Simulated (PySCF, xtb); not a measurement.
B(All)(F)(H) (C3H6BF), SMILES C=CCBF.

GFN2-xTB in xtb 6.7.1 at its own geometry gives an orbital gap of 4.11 eV and a dipole moment of 1.00 D.

The structure is a stationary point at PBE-D3(BJ)/def2-SVP. The structure was generated by enumeration, and PubChem lists no compound with its InChIKey, so it may never have been made. One conformer was computed; it need not be the lowest.

What does B3LYP/def2-TZVP (PySCF) give? (An estimate is asked for; the answer gives what the named calculation found.)

gap 6.20 eV (levels -7.13 and -0.93 eV), dipole 1.01 D.
